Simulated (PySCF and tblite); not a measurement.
The numbers below are computed, except where a source is named.
System: CH9BN2Si, numbered as in [BH2:1][N:2]([CH3:3])[SiH2:4][NH2:5].

Motion: rotation about the B1–N2 bond (torsion H–B1–N2–C3 from 1° to 179°, rising). GFN2-xTB gives an electronic barrier of 20.4 kcal/mol.

(1) What does B3LYP/pcSseg-1 + D3(BJ) give on GFN2-xTB geometries?

Programs: tblite and PySCF.

Results:

(1) A barrier of 27.4 kcal/mol, 6.9 above the tight-binding barrier (from unrounded values) and, with GFN2-xTB thermal terms, ΔG‡(298 K) = 25.8 kcal/mol and k = 1.5×10⁻⁶ s⁻¹ (2 equivalent paths).
